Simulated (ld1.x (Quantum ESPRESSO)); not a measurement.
# Pt ultrasoft: all-electron and pseudo phase curves

ld1.x (Quantum ESPRESSO) 7.5 input, shortened:

```
&input
   title='Pt', zed=78., rel=1, dft='PBE', iswitch=3,
   config='[Xe] 4f14 5d9 5f-2 6s0.5 6p0'
 /
 &inputp
   pseudotype=3, tm=.true., lloc=-2, rcloc=1.15,
   nlcc=.false.,
   which_augfun='PSQ', rmatch_augfun_nc=.true.
 /
8
5S  1  0   2.00   0.00  1.30  1.40  0.0
6S  2  0   0.50   0.00  1.30  1.40  0.0
5P  2  1   6.00   0.00  1.60  2.10  0.0
6P  3  1   0.00   0.00  1.60  2.10  0.0
5D  3  2   9.00   0.00  1.70  1.90  0.0
5D  3  2   0.00   4.25  1.70  1.90  0.0
5F  4  3  -2.00  -0.15  1.70  2.15  0.0
5F  4  3  -2.00   2.30  1.70  2.15  0.0
 &test
   configts(1)='5s2 5p6 5d9 6s0.5 6p0'
 /
```

The phase is arctan(r·u′/u) with u = r·R(r), unwrapped; energies in Ry, scanned from -10 to 5 Ry. A pole is an energy at which the radial function vanishes at the test radius. The pseudo phase is shifted by a multiple of π to meet the all-electron one at the reference energy, and phase errors are pseudo minus all-electron; the curves can meet again beyond the range given. Levels narrower than the energy grid can be missing from the lists of poles.

```json
{"channel": "s", "radius (bohr)": "2.34", "reference energy (Ry)": "-0.67", "poles, all-electron": "-7.75, 2.66", "poles, pseudo": "-7.75, 2.61", "unbroken range about the reference energy with phases within 0.05 rad": "the whole range", "phase error 1 Ry above the reference energy (rad)": "-0.001"}
{"channel": "p", "radius (bohr)": "2.34", "reference energy (Ry)": "-0.26", "poles, all-electron": "-4.30, 4.81", "poles, pseudo": "-7.09, -4.30, 4.37", "unbroken range about the reference energy with phases within 0.05 rad": "above -6.7", "phase error 1 Ry above the reference energy (rad)": "-0.027"}
{"channel": "d", "radius (bohr)": "2.34", "reference energy (Ry)": "-0.74", "poles, all-electron": "-0.08", "poles, pseudo": "-0.08", "unbroken range about the reference energy with phases within 0.05 rad": "the whole range", "phase error 1 Ry above the reference energy (rad)": "+0.001"}
{"channel": "f", "radius (bohr)": "2.34", "reference energy (Ry)": "-0.15", "poles, all-electron": "-5.42, 4.33", "poles, pseudo": "4.26", "unbroken range about the reference energy with phases within 0.05 rad": "above -5.4", "phase error 1 Ry above the reference energy (rad)": "-0.000"}
```

The ghost test of this file was not conclusive. Its overlap operator is not positive definite in a basis up to 400 Ry (lowest eigenvalue p -0.20, d -0.06), so the file is unfit for use: the generalised eigenproblem breaks down once the basis is large enough, and its test numbers describe a broken file.

Phases in the p channel:

| E (Ry) | all-electron | pseudo |
| --- | --- | --- |
| -10.00 | 1.426 | 4.572 |
| -9.76 | 1.424 | 4.571 |
| -9.52 | 1.421 | 4.569 |
| -9.28 | 1.419 | 4.568 |
| -9.04 | 1.417 | 4.566 |
| -8.80 | 1.414 | 4.565 |
| -8.56 | 1.411 | 4.564 |
| -8.32 | 1.408 | 4.564 |
| -8.08 | 1.405 | 4.565 |
| -7.84 | 1.402 | 4.568 |
| -7.60 | 1.398 | 4.578 |
| -7.36 | 1.394 | 4.614 |
| -7.12 | 1.390 | 2.842 |
| -6.88 | 1.385 | 1.302 |
| -6.64 | 1.380 | 1.337 |
| -6.40 | 1.374 | 1.345 |
| -6.16 | 1.367 | 1.344 |
| -5.92 | 1.359 | 1.340 |
| -5.68 | 1.349 | 1.332 |
| -5.44 | 1.335 | 1.320 |
| -5.20 | 1.314 | 1.300 |
| -4.96 | 1.276 | 1.262 |
| -4.72 | 1.168 | 1.150 |
| -4.48 | -0.705 | -0.721 |
| -4.24 | -1.624 | -1.627 |
| -4.00 | -1.708 | -1.713 |
| -3.76 | -1.744 | -1.749 |
| -3.52 | -1.766 | -1.772 |
| -3.28 | -1.784 | -1.789 |
| -3.04 | -1.800 | -1.805 |
| -2.80 | -1.816 | -1.821 |
| -2.56 | -1.832 | -1.837 |
| -2.32 | -1.850 | -1.854 |
| -2.08 | -1.869 | -1.873 |
| -1.84 | -1.891 | -1.894 |
| -1.60 | -1.916 | -1.919 |
| -1.36 | -1.946 | -1.948 |
| -1.12 | -1.982 | -1.983 |
| -0.88 | -2.026 | -2.027 |
| -0.64 | -2.083 | -2.084 |
| -0.40 | -2.159 | -2.159 |
| -0.16 | -2.262 | -2.262 |
| 0.08 | -2.409 | -2.410 |
| 0.32 | -2.623 | -2.629 |
| 0.56 | -2.927 | -2.944 |
| 0.80 | -3.304 | -3.335 |
| 1.04 | -3.667 | -3.707 |
| 1.28 | -3.945 | -3.985 |
| 1.52 | -4.138 | -4.174 |
| 1.76 | -4.270 | -4.303 |
| 2.00 | -4.365 | -4.395 |
| 2.24 | -4.434 | -4.463 |
| 2.48 | -4.488 | -4.515 |
| 2.72 | -4.530 | -4.556 |
| 2.96 | -4.564 | -4.590 |
| 3.20 | -4.593 | -4.618 |
| 3.44 | -4.617 | -4.642 |
| 3.68 | -4.639 | -4.663 |
| 3.92 | -4.657 | -4.682 |
| 4.16 | -4.674 | -4.699 |
| 4.40 | -4.689 | -4.714 |
| 4.64 | -4.703 | -4.729 |
| 4.88 | -4.716 | -4.742 |
